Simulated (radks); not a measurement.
Ho V, 63 electrons, occupied as [Xe] 4f7 5f2 (not the ground configuration). Method: Dirac Kohn-Sham, PBEsol, spin-unpolarised, spherical densities, point nucleus; open shells are shared between the two j in proportion to 2j + 1; computed with a radial shooting solver on a logarithmic mesh with Libxc functionals. Some entries of the table are withheld. Estimate them.

orbital      occ.  eigenvalue (eV)  r(max) (bohr)
1s1/2           2        -55497.85        0.01311
2s1/2           2        -9350.085        0.07481
2p1/2           2        -8902.993        0.05626
2p3/2           4        -8046.828        0.06238
3s1/2           2              (1)         0.2116
3p1/2           2              (2)         0.1991
3p3/2           4              (3)         0.2119
3d3/2           4        -1448.975         0.1676
3d5/2           6        -1409.953         0.1711
4s1/2           2        -494.7303         0.4830
4p1/2           2        -416.8904         0.4854
4p3/2           4        -375.8724         0.5122
4d3/2           4        -247.3746         0.5144
4d5/2           6        -239.7832         0.5229
5s1/2           2        -115.1719          1.083
5p1/2           2         -91.1459          1.156
5p3/2           4         -84.0168          1.221
4f5/2           3         -83.6699         0.5000
4f7/2           4         -82.4107         0.5042
5f5/2    0.857143         -21.3031          2.610
5f7/2     1.14286         -21.2379          2.625

Answer. 
(1) 3s1/2 eigenvalue (eV): -2158.437
(2) 3p1/2 eigenvalue (eV): -1962.956
(3) 3p3/2 eigenvalue (eV): -1784.233
